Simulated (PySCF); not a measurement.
CH4AlBrO, SMILES [Br][Al]([CH3])[OH].

Geometry: TPSSh-D3(BJ)/def2-SVP. The structure was generated by enumeration; whether it is a known compound was not checked. The values are those of a single conformer.

Two levels are set side by side: TDDFT-PBE/def2-SVPD (PySCF) and TDDFT-CAM-B3LYP/def2-SVPD (PySCF). Vertical, same geometry. The lowest singlet is HOMO→LUMO 97 % with PBE and HOMO→LUMO 89 % with the other functional; states are paired by order. Differences are taken from unrounded values.

```tsv
quantity	TDDFT-PBE
lowest singlet excitation (eV)	5.75
lowest triplet excitation (TDA) (eV)	5.51
first bright state (f over 0.05) (eV)	5.75
its oscillator strength	0.05
```

**Question.** These are the TDDFT-PBE values. What does TDDFT-CAM-B3LYP give? (Estimate from the structure and the level; the computed values follow.)

**Answer.** 
```json
[
 {"quantity": "lowest singlet excitation (eV)", "TDDFT-CAM-B3LYP": "6.67", "TDDFT-PBE minus TDDFT-CAM-B3LYP": "-0.92"},
 {"quantity": "lowest triplet excitation (TDA) (eV)", "TDDFT-CAM-B3LYP": "6.31", "TDDFT-PBE minus TDDFT-CAM-B3LYP": "-0.81"},
 {"quantity": "first bright state (f over 0.05) (eV)", "TDDFT-CAM-B3LYP": "6.67", "TDDFT-PBE minus TDDFT-CAM-B3LYP": "-0.92"},
 {"quantity": "its oscillator strength", "TDDFT-CAM-B3LYP": "0.09", "TDDFT-PBE minus TDDFT-CAM-B3LYP": "-0.03"}
]
```

A lower first singlet is the usual sign of a functional without exact exchange. Differences between two approximate levels are no errors against the true value.

Rough cost on one machine, each run with all the roots and properties that it gave: TDDFT-CAM-B3LYP against TDDFT-PBE about 7 times.
